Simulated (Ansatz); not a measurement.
Reaction (SMILES): CC#CC + 5 [H][H] (H2) -> 4 C (CH4)
Each molecule is optimised on its own at B3LYP-D3(BJ)/def2-TZVP (Ansatz, a program for electronic structure).

Quantity: energy of full hydrogenation (electronic energy difference), in eV. Valence correlation only, unless marked. No spin-orbit coupling. Non-relativistic. CBS marks a two-point X^-3 extrapolation of the correlation energy; Hartree-Fock from the larger set. The bracket is a focal-point correction in the basis named.

```csv
level,program,energy of full hydrogenation (eV)
HF/cc-pVTZ,Ansatz,-6.08
PBE-D4/def2-TZVPD,Ansatz + dftd4,-5.59
```

Problem. Predict the RI-MP2/CBS(cc-pVTZ,cc-pVQZ)+[CCSD(T)-MP2]/cc-pVTZ result (Ansatz).

Solution. -5.64 eV, so PBE-D4/def2-TZVPD differs from it by 0.05 eV.
